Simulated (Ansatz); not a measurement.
Species: C₂H₆AlCl, net charge 0, singlet state. 
Geometry from a B3LYP-D3(BJ)/def2-TZVP (Ansatz, a quantum-chemistry and plane-wave program) optimisation:
SMILES: [CH3][Al]([CH3])[Cl]
```xyz
10

C      1.5824    -1.4223     0.3588
Al    -0.0440    -0.3748     0.1496
C     -1.8580    -0.9283     0.5844
Cl     0.1857     1.5840    -0.6352
H      1.3887    -2.4255     0.7439
H      2.1059    -1.5198    -0.5964
H      2.2761    -0.9252     1.0428
H     -2.3000    -0.2565     1.3256
H     -1.9032    -1.9452     0.9793
H     -2.4995    -0.8787    -0.3000
```

Property: vertical ionisation energy (to the doublet state of charge +1; each state is the SCF solution reached for its spin), in eV. Correlated levels leave the core frozen unless marked. UHF or UKS for open shells. No spin-orbit coupling. No relativistic terms. CBS(X,Y): correlation extrapolated as X^-3; Hartree-Fock from the larger set. The bracket is a focal-point correction in the basis named.

```csv
level,program,vertical ionisation energy (eV)
HF/aug-cc-pV(D+d)Z,Ansatz,9.59
PBE/def2-TZVPD,Ansatz,9.51
```

### Question
Predict the RI-MP2/CBS(aug-cc-pV(T+d)Z,aug-cc-pV(Q+d)Z)+[CCSD(T)-MP2]/aug-cc-pV(T+d)Z result (Ansatz).

### Answer
10.38 eV
